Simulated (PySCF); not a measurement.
```xyz
5
charge 0 multiplicity 1, angstrom
As    0.0459    0.0731    0.0000
O     1.6356   -0.0769    0.0000
O    -1.0027    1.2864    0.0000
O    -0.7417   -1.4678    0.0000
H    -1.6993   -1.3279    0.0000
```

These are results of PySCF, PBE0, basis As def2-TZVP, O def2-TZVP, H def2-TZVP (no relativity, density fitting), not measurements.

This geometry of AsO₂(OH) is a stationary point at this level.

(1) What is the point group?

(2) Is it a minimum?

(3) Which band is strongest in the infrared?

(4) What is the atomisation energy, with and without zero-point energy?

Results:

(1) Cs.

(2) Yes: all harmonic wavenumbers are real.

(3) 3805 cm⁻¹ (a'), 134 km/mol.

(4) 1592 kJ/mol without, 1538 kJ/mol with.

This need not be the most stable arrangement of these atoms.
